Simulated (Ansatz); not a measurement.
CH3NSn. The species carries charge 0 and has multiplicity 1. Sn takes the def2 core potential. The bonds changed during the relaxation, so this is another structure than the one it started from. The structure was optimised at the PBE0-D4/def2-TZVP level.

```xyz
6

C     0.534   -1.118   -0.953
N     0.239   -0.081   -1.361
Sn   -0.344    0.396    1.334
H     0.828   -2.105   -0.659
H     0.569    1.867    1.005
H    -1.826    1.041    0.634
```

(1) What is the dipole moment at r2SCAN/def2-TZVPP? (Best estimate.)

(2) And with PBE, B3LYP, ωB97M-V? (An estimate is asked.)

(3) Give the Mulliken charges with r2SCAN, PBE, ωB97M-V in def2-TZVPP. (Best estimate.)

Answers

(1) Ansatz gave: 3.59 D, with components (1.16, -3.39, 0.08) D in this frame, pointing from negative to positive charge.

(2) Ansatz gave: PBE 3.48 D, B3LYP 3.72 D, ωB97M-V 3.70 D.

(3) Ansatz gave: 
```json
{"atom": "C1", "r2SCAN": "-0.11", "PBE": "-0.24", "ωB97M-V": "-0.12"}
{"atom": "N2", "r2SCAN": "-0.03", "PBE": "0.09", "ωB97M-V": "-0.01"}
{"atom": "Sn3", "r2SCAN": "0.25", "PBE": "0.21", "ωB97M-V": "0.17"}
{"atom": "H4", "r2SCAN": "0.21", "PBE": "0.22", "ωB97M-V": "0.21"}
{"atom": "H5", "r2SCAN": "-0.16", "PBE": "-0.14", "ωB97M-V": "-0.13"}
{"atom": "H6", "r2SCAN": "-0.16", "PBE": "-0.14", "ωB97M-V": "-0.13"}
```

B3LYP here is the variant with VWN-RPA as its local correlation; programs differ in this.
